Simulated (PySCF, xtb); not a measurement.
CH3FSTe. Atoms are numbered in the order given.

```xyz
7

Te    -0.2976    -0.1436     0.6883
F     -1.6317     1.2017     0.1578
S      1.4074     0.2381    -0.9252
C      0.8769    -0.7347    -2.3903
H      0.7477    -1.7944    -2.1345
H      1.6843    -0.6298    -3.1308
H     -0.0533    -0.3245    -2.8042
```

The structure is a stationary point at B3LYP-D3(BJ)/def2-SVP. The def2 effective core potentials stand for the cores of Te; spin–orbit coupling is left out. The values are those of a single conformer.

Method: C-PCM-ωB97X/def2-SVP (PySCF).

The values are the electrostatic part of the solvation free energy, E(continuum) − E(gas) at the gas-phase geometry, in a cavity of scaled van der Waals radii (PySCF's table); cavitation and dispersion terms are not included. In vacuum the orbital gap is 8.79 eV. The dipole moment in vacuum is 2.95 D.

Q: Estimate the values in water (ε = 78.36), methanol (ε = 32.61), cyclohexanone (ε = 15.62). (Estimate from the structure and the level; the computed values follow.)

A: 
| solvent | ε | ΔG(elec) (kcal/mol) | dipole (D) | gap (eV) |
|---|---|---|---|---|
| water | 78.36 | -5.4 | 3.74 | 8.84 |
| methanol | 32.61 | -5.3 | 3.73 | 8.83 |
| cyclohexanone | 15.62 | -5.1 | 3.69 | 8.83 |

For comparison, GFN2-xTB/ALPB(water) (xtb, at the GFN2-xTB geometry, all terms of that model) gives -3.7 kcal/mol.
